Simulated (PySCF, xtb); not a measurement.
Ga(PH2)3 (GaH6P3), SMILES [PH2][Ga]([PH2])[PH2]. Other conformers were not sampled.

Harmonic wavenumbers (cm⁻¹) from xtb with GFN2-xTB at its own minimum, in rising order: 52, 78, 79, 87, 91, 99, 250, 328, 330, 514, 534, 538, 560, 562, 570, 1118, 1119, 1122, 2150, 2155, 2156, 2213, 2228, 2231.

Problem. What does PySCF 2.14.0 with PBE0-D3(BJ)/def2-SVP give at its own minimum? (An estimate is asked for; the answer gives what the named calculation found.)

Solution. 83, 84, 101, 115, 125, 135, 289, 372, 373, 514, 521, 582, 583, 662, 666, 1082, 1085, 1092, 2403, 2404, 2406, 2421, 2423, 2424. Paired by order, the mean absolute difference is 84 cm⁻¹ and the zero-point energies are 30.3 and 32.8 kcal/mol.
